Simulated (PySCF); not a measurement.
The isolated species `CC(C)[P+](C)(C)[GaH3-]` is ionised with synchrotron light (hν = 900.0 eV). Calculated photoelectron kinetic energies of its computed core levels, recoil neglected:

```json
{"line": "1", "kinetic energy (eV)": "763.28"}
{"line": "2", "kinetic energy (eV)": "762.39"}
{"line": "3", "kinetic energy (eV)": "609.18"}
{"line": "4", "kinetic energy (eV)": "609.07"}
{"line": "5", "kinetic energy (eV)": "609.04"}
```

Computed with delta-SCF UKS SCAN, pcX-2 on the ionised atom, pcseg-1 elsewhere, spin-free X2C (PySCF 2.14.0).

Question: Which element, shell and site does each line come from? Numbering: `[CH3:1][CH:2]([CH3:3])[P+:4]([CH3:5])([CH3:6])[GaH3-:7]`.

Answer: Against the vacuum level, binding energy = hν − kinetic energy.

```tsv
line	binding energy (eV)	level	atoms	environment
1	136.72	P 2p3/2	P4	phosphorus bonded to 3 C and Ga
2	137.61	P 2p1/2	P4	phosphorus bonded to 3 C and Ga
3	290.82	C 1s	C1/C3	methyl carbon
4	290.93	C 1s	C2	sp3 carbon bound to phosphorus
5	290.96	C 1s	C5/C6	sp3 carbon bound to phosphorus
```

Out of reach at this photon energy: P 1s (2150.3 eV).

Question: Where does line 4 move with hν = 1000.0 eV?

Answer: To 1000.0 − 290.93 = 709.07 eV; every photoline shifts by the change in photon energy, +100.0 eV.

The 3 C 1s values lie within 0.14 eV of each other; Gaussian lines of 0.5 eV full width would blend them into one maximum.

Question: What is the C 1s shift of C2 against C1/C3?

Answer: 290.93 − 290.82 = +0.11 eV, or +11 kJ/mol.

Other core shells, valence and Auger electrons aren't listed. Atoms equivalent by their bonding share one computed value, that of the first of them. For 2p shells one spin-free hole was relaxed; a mean-field spin–orbit operator and the ground-state splitting of the three 2p orbitals were then diagonalised within the shell. The shell's mean is (2 × 2p3/2 + 2p1/2)/3, and the degeneracies 2j + 1 give areas of 2:1. 2p1/2 minus 2p3/2 (ligand field included): P 0.89 eV. No level of gallium is listed. One conformer (not necessarily the lowest) at the PBE0-D3(BJ)/def2-SVP geometry, without solvent, vibrations or thermal averaging.

Conformer computed: `[CH3:1][CH:2]([CH3:3])[P+:4]([CH3:5])([CH3:6])[GaH3-:7]`: C1–C2–P4–C5 -64°.
